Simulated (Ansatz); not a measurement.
Geometry optimisation, RKS PBE-D4/def2-SVP in Ansatz.

The input (input.yaml):

```yaml
crystal:
  periodic: [false, false, false]
  atoms:
    - { symbol: C, position_ang: [-0.9285, 0.5243, 2.019] }
    - { symbol: B, position_ang: [0.6034, 0.4867, 2.0282] }
    - { symbol: Al, position_ang: [1.5922, -0.3131, 0.4087] }
    - { symbol: Si, position_ang: [0.4855, -1.114, -1.4336] }
    - { symbol: C, position_ang: [-0.604, 0.2545, -2.1726] }
    - { symbol: H, position_ang: [-1.399, -0.434, 1.8842] }
    - { symbol: H, position_ang: [-1.3143, 1.0089, 2.9634] }
    - { symbol: H, position_ang: [-1.2662, 1.225, 1.1548] }
    - { symbol: H, position_ang: [0.15114, 0.21039, 0.55332] }
    - { symbol: H, position_ang: [3.2221, -0.3866, 0.4582] }
    - { symbol: H, position_ang: [-0.4916, -2.2072, -0.9709] }
    - { symbol: H, position_ang: [1.3642, -1.6248, -2.4289] }
    - { symbol: H, position_ang: [0.0158, 1.1149, -2.4828] }
    - { symbol: H, position_ang: [-1.1918, -0.1018, -3.0183] }
    - { symbol: H, position_ang: [-1.3226, 0.6176, -1.389] }
basis:
  gaussian: { orbitals: def2-SVP }
hamiltonian:
  xc: pbe
  dispersion: d4
relax:
  f_tol: 0.02
  max_steps: 50
```

Command:

```bash
$ ansatz run input.yaml --threads 2 --pin off --max-ram 3072MiB --backend cpu --events-out ev --progress --plain --runs-dir out
```

Question: Where does it end, and by what steps?

Answer: The forces met the threshold. The force dipped under the threshold on the way, but the program's further checks kept it going. After 41 steps the energy has fallen by 3.747 eV; H9 moved furthest, 2.08 Å. Parted: Al3–H9. Joined: B2–H9.

| step | energy less start (eV) | largest force component (eV/Å) | accepted |
| --- | --- | --- | --- |
| 0 | 0.0000 | 4.199 | yes |
| 2 | -2.3114 | 1.719 | yes |
| 4 | -3.0716 | 0.737 | yes |
| 6 | -3.3434 | 0.429 | yes |
| 8 | -3.4930 | 0.605 | yes |
| 10 | -3.6122 | 0.484 | yes |
| 12 | -3.7011 | 0.157 | yes |
| 14 | -3.7261 | 0.127 | yes |
| 16 | -3.7355 | 0.062 | yes |
| 18 | -3.7393 | 0.078 | yes |
| 20 | -3.7407 | 0.039 | yes |
| 22 | -3.7420 | 0.033 | yes |
| 24 | -3.7431 | 0.063 | yes |
| 26 | -3.7442 | 0.060 | yes |
| 28 | -3.7451 | 0.057 | yes |
| 30 | -3.7458 | 0.027 | yes |
| 32 | -3.7463 | 0.017 | yes |
| 34 | -3.7465 | 0.022 | yes |
| 36 | -3.7465 | 0.055 | no |
| 38 | -3.7470 | 0.020 | yes |
| 40 | -3.7472 | 0.024 | yes |
| 41 | -3.7472 | 0.019 | yes |

```xyz
15
Properties=species:S:1:pos:R:3
C -0.999 0.810 2.427
B 0.253 0.915 1.492
Al 1.257 -0.648 0.463
Si 0.645 -1.224 -1.868
C -0.700 -0.107 -2.629
H -1.575 -0.136 2.421
H -0.545 0.901 3.447
H -1.691 1.676 2.356
H 0.712 2.047 1.355
H 2.464 -1.497 1.120
H 0.161 -2.662 -1.904
H 1.873 -1.191 -2.755
H -0.362 0.949 -2.663
H -0.945 -0.425 -3.663
H -1.630 -0.147 -2.025
```

Run time: 110 s on 2 threads of Arm Neoverse V2 (shared host), peak memory 0.17 GiB.
